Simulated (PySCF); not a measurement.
Mo (SMILES [Mo]), septet (core potentials on Mo); PBE/def2-SV(P) (PySCF).

The PySCF input:
```python
from pyscf import gto, scf, dft

mol = gto.Mole()
mol.atom = '''
    Mo    0.00000000    0.00000000    0.00000000
'''
mol.basis = 'def2-sv(p)'
mol.ecp = {'Mo': 'def2-sv(p)'}
mol.spin = 6
mol.verbose = 4
mol.build()

mf = dft.UKS(mol)
mf.xc = 'pbe'
mf.level_shift = 1.0
mf.max_cycle = 100
mf.kernel()
```

Output, abridged:

```
PySCF version 2.14.0

[INPUT] verbose = 4
[INPUT] num. atoms = 1
[INPUT] num. electrons = 14
[INPUT] charge = 0
[INPUT] spin (= nelec alpha-beta = 2S) = 6
[INPUT] symmetry False subgroup None
[INPUT] Mole.unit = angstrom
[INPUT] Symbol           X                Y                Z      unit          X                Y                Z       unit  Magmom
[INPUT]  1 Mo     0.000000000000   0.000000000000   0.000000000000 AA    0.000000000000   0.000000000000   0.000000000000 Bohr   0.0

nuclear repulsion = 0
number of shells = 10
number of NR pGTOs = 50
number of NR cGTOs = 24
basis = def2-sv(p)
ecp = {'Mo': 'def2-sv(p)'}

******** <class 'pyscf.dft.uks.UKS'> ********
method = UKS
initial guess = minao
damping factor = 0
level_shift factor = 1.0
DIIS = <class 'pyscf.scf.diis.CDIIS'>
diis_start_cycle = 1
diis_space = 8
diis_damp = 0
SCF conv_tol = 1e-09
SCF conv_tol_grad = None
SCF max_cycles = 100
direct_scf = True
direct_scf_tol = 1e-13
number electrons alpha = 10  beta = 4
XC library pyscf.dft.libxc version 7.1.2
    S. Lehtola, C. Steigemann, M. J. T. Oliveira, and M. A. L. Marques,  SoftwareX 7, 1–5 (2018)
XC functionals = pbe
    J. P. Perdew, K. Burke, and M. Ernzerhof,  Phys. Rev. Lett. 77, 3865 (1996)
    J. P. Perdew, K. Burke, and M. Ernzerhof,  Phys. Rev. Lett. 78, 1396 (1997)
    J. P. Perdew, K. Burke, and M. Ernzerhof,  Phys. Rev. Lett. 77, 3865 (1996)
    J. P. Perdew, K. Burke, and M. Ernzerhof,  Phys. Rev. Lett. 78, 1396 (1997)
radial grids:
    Treutler-Ahlrichs [JCP 102, 346 (1995); DOI:10.1063/1.469408] (M4) radial grids

becke partition: Becke, JCP 88, 2547 (1988); DOI:10.1063/1.454033
pruning grids: <function nwchem_prune>
grids dens level: 3
symmetrized grids: False
atomic radii adjust function: <function treutler_atomic_radii_adjust>
small_rho_cutoff = 0
Set gradient conv threshold to 3.16228e-05
tot grids = 22440
init E= -60.8180884124832

cycle= 1 E= -68.0785128643347  delta_E= -7.26  |g|= 0.387  |ddm|= 2.23
cycle= 2 E= -68.0975244065341  delta_E= -0.019  |g|= 0.0545  |ddm|= 0.256
cycle= 3 E= -68.1001594930982  delta_E= -0.00264  |g|= 0.0281  |ddm|= 0.11
cycle= 4 E= -68.1008133121116  delta_E= -0.000654  |g|= 0.0191  |ddm|= 0.0681
cycle= 5 E= -68.101160324502  delta_E= -0.000347  |g|= 0.0132  |ddm|= 0.0498
cycle= 6 E= -68.1013138965275  delta_E= -0.000154  |g|= 0.0105  |ddm|= 0.0375
cycle= 7 E= -68.1014073636392  delta_E= -9.35e-05  |g|= 0.00837  |ddm|= 0.0293
cycle= 8 E= -68.101466800661  delta_E= -5.94e-05  |g|= 0.00659  |ddm|= 0.0232
cycle= 9 E= -68.1015046404204  delta_E= -3.78e-05  |g|= 0.00516  |ddm|= 0.0186
cycle= 10 E= -68.101528593716  delta_E= -2.4e-05  |g|= 0.00406  |ddm|= 0.0149
cycle= 11 E= -68.1015438511546  delta_E= -1.53e-05  |g|= 0.00321  |ddm|= 0.012
cycle= 12 E= -68.1015536428194  delta_E= -9.79e-06  |g|= 0.00254  |ddm|= 0.00962
cycle= 13 E= -68.1015599377709  delta_E= -6.29e-06  |g|= 0.00201  |ddm|= 0.00776
cycle= 14 E= -68.1015639961051  delta_E= -4.06e-06  |g|= 0.0016  |ddm|= 0.00626
cycle= 15 E= -68.1015666205804  delta_E= -2.62e-06  |g|= 0.00128  |ddm|= 0.00506
cycle= 16 E= -68.101568321207  delta_E= -1.7e-06  |g|= 0.00102  |ddm|= 0.00409
cycle= 17 E= -68.1015694253859  delta_E= -1.1e-06  |g|= 0.00082  |ddm|= 0.0033
cycle= 18 E= -68.1015701433795  delta_E= -7.18e-07  |g|= 0.000658  |ddm|= 0.00267
cycle= 19 E= -68.1015706107969  delta_E= -4.67e-07  |g|= 0.000528  |ddm|= 0.00216
cycle= 20 E= -68.1015709154084  delta_E= -3.05e-07  |g|= 0.000425  |ddm|= 0.00175
cycle= 21 E= -68.1015711140779  delta_E= -1.99e-07  |g|= 0.000342  |ddm|= 0.00141
cycle= 22 E= -68.1015712437608  delta_E= -1.3e-07  |g|= 0.000276  |ddm|= 0.00114
cycle= 23 E= -68.1015713284415  delta_E= -8.47e-08  |g|= 0.000222  |ddm|= 0.000924
cycle= 24 E= -68.1015713837699  delta_E= -5.53e-08  |g|= 0.000179  |ddm|= 0.000748
cycle= 25 E= -68.1015714199328  delta_E= -3.62e-08  |g|= 0.000145  |ddm|= 0.000605
cycle= 26 E= -68.1015714435763  delta_E= -2.36e-08  |g|= 0.000117  |ddm|= 0.00049
cycle= 27 E= -68.1015714590386  delta_E= -1.55e-08  |g|= 9.43e-05  |ddm|= 0.000396
cycle= 28 E= -68.1015714691529  delta_E= -1.01e-08  |g|= 7.61e-05  |ddm|= 0.000321
cycle= 29 E= -68.10157147577  delta_E= -6.62e-09  |g|= 6.15e-05  |ddm|= 0.00026
cycle= 30 E= -68.1015714801001  delta_E= -4.33e-09  |g|= 4.97e-05  |ddm|= 0.00021
cycle= 31 E= -68.1015714829339  delta_E= -2.83e-09  |g|= 4.02e-05  |ddm|= 0.00017
cycle= 32 E= -68.1015714847886  delta_E= -1.85e-09  |g|= 3.25e-05  |ddm|= 0.000138
cycle= 33 E= -68.1015714860028  delta_E= -1.21e-09  |g|= 2.63e-05  |ddm|= 0.000111
cycle= 34 E= -68.1015714867976  delta_E= -7.95e-10  |g|= 2.13e-05  |ddm|= 9.01e-05
Extra cycle  E= -68.1015714880143  delta_E= -1.22e-09  |g|= 1.87e-05  |ddm|= 0.000412
converged SCF energy = -68.1015714880143  <S^2> = 12.00018  2S+1 = 7.0000514
```
